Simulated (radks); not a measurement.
Problem. All-electron atom: the zinc ion Zn10+ in [Ar] 3d2 (the NIST ground configuration). Method: scalar-relativistic Kohn-Sham, PBEsol, spin-polarised, spherical densities, finite nucleus; open shells are filled with parallel spins first; Fermi nuclear charge, rms radius 3.9283 fm; computed with a radial shooting solver on a logarithmic mesh with Libxc functionals. Some entries of the table are withheld. Estimate them.

orbital  occ.  eigenvalue (eV)  r(max) (bohr)  <1/r> (bohr^-1)
1s up       1        -9794.353        0.03293            30.20
1s down     1        -9794.341        0.03293            30.20
2s up       1        -1441.701         0.1894            6.588
2s down     1        -1439.202         0.1893            6.597
2p up       3        -1287.549         0.1523            6.461
2p down     3        -1285.669         0.1522            6.469
3s up       1              (1)         0.5640            2.298
3s down     1              (2)         0.5649            2.289
3p up       3        -330.7305            (3)            2.194
3p down     3        -326.7924            (4)            2.183
3d up       2        -255.7135            (5)            2.012
3d down     0        -251.3995            (6)            2.002

Solution. 
(1) 3s up eigenvalue (eV): -378.2873
(2) 3s down eigenvalue (eV): -374.3613
(3) 3p up r(max) (bohr): 0.5580
(4) 3p down r(max) (bohr): 0.5592
(5) 3d up r(max) (bohr): 0.4860
(6) 3d down r(max) (bohr): 0.4884
